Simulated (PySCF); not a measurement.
**SeNCl₃: breathing scan**

Computed with PySCF, B3LYP, basis Se def2-SVP, N def2-SVP, Cl def2-SVP (no relativity, density fitting).

Rigid scan from the singlet minimum (Se–Cl 2.269 Å (×3), Se–N 1.596 Å; Cl–Se–Cl 95.7° (×3), Cl–Se–N 121.1° (×3)). Coordinate: all bonds to the central atom scaled together. Energies in kJ/mol from the minimum.

```
scale of all bonds to the centre  E (kJ/mol)  dipole size (D)
                            0.88       328.9             2.74
                            0.92       125.4             2.24
                            0.96        27.0             1.75
                            1.00         0.0             1.30
                            1.04        20.3             0.89
                            1.08        71.2             0.53
                            1.14       179.8             0.07
                            1.22       349.2             0.45
                            1.35       620.9             1.16
```

At long bonds a restricted determinant can lie too high, and another spin state can fall below this curve.

The scan took about 70 core-seconds on a shared host.
